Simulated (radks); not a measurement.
Results of a calculation; reference values are marked as such.
Question: Species: Zn II. Configuration: [Ar] 3d10 7f1 (not the ground configuration). Code: a radial shooting solver on a logarithmic mesh with Libxc functionals. Model: Dirac Kohn-Sham, PBE, spin-unpolarised, spherical densities, finite nucleus; open shells fill j = l - 1/2 first; Fermi nuclear charge, rms radius 3.9283 fm. Some entries of the table are withheld. Estimate them.

| orbital | occ. | eigenvalue (hartree) | r(max) (bohr) |
|---|---|---|---|
| 1s1/2 | 2 | -350.6964 | 0.03291 |
| 2s1/2 | 2 | -43.26281 | 0.1893 |
| 2p1/2 | 2 | (1) | 0.1502 |
| 2p3/2 | 4 | (2) | 0.1530 |
| 3s1/2 | 2 | (3) | 0.5885 |
| 3p1/2 | 2 | (4) | 0.5874 |
| 3p3/2 | 4 | (5) | 0.5956 |
| 3d3/2 | 4 | (6) | (7) |
| 3d5/2 | 6 | (8) | (9) |
| 7f5/2 | 1 | -0.03645 | 37.14 |
| 7f7/2 | 0 | -0.03645 | 37.14 |

Answer: 
(1) 2p1/2 eigenvalue (hartree): -38.18487
(2) 2p3/2 eigenvalue (hartree): -37.30737
(3) 3s1/2 eigenvalue (hartree): -5.47158
(4) 3p1/2 eigenvalue (hartree): -3.86441
(5) 3p3/2 eigenvalue (hartree): -3.75216
(6) 3d3/2 eigenvalue (hartree): -1.09837
(7) 3d3/2 r(max) (bohr): 0.5654
(8) 3d5/2 eigenvalue (hartree): -1.08503
(9) 3d5/2 r(max) (bohr): 0.5684
